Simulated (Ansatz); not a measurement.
Mulliken charges of C$_{2}$H$_{6}$GeS, SMILES `C=C[S][GeH3]` from r2SCAN/def2-TZVPP in Ansatz (PBE0-D4/def2-TZVP geometry).

```
atom   x (Å)   y (Å)   z (Å)  charge (e)
  C1  -1.133   1.878   0.436      -0.213
  C2  -0.170   1.029   0.101      -0.026
  S3  -0.309  -0.093  -1.245      -0.203
 Ge4   0.806  -1.818  -0.395       0.193
  H5  -2.095   1.880  -0.063       0.082
  H6  -0.971   2.607   1.221       0.087
  H7   0.787   1.045   0.615       0.097
  H8   1.021  -2.794  -1.557       0.000
  H9   0.002  -2.481   0.734      -0.007
 H10   2.146  -1.303   0.156      -0.009
```

**Question.** By hand: the dipole of these point charges (1 e Å = 4.8032 D).

**Answer.** Σ q r = (0.265, -0.247, 0.235) e Å, of length 0.432 e Å = 2.07 D.

**Question.** How does the dipole of the full density compare? (Best estimate.)

**Answer.** Ansatz gave: (0.126, -0.063, 0.211) e Å, 1.22 D; the point charges give 1.70 times that, at 26° from its direction.

Point charges leave out the atoms' own dipoles, such as those of lone pairs, and Mulliken's split depends on the basis, so the two needn't agree.
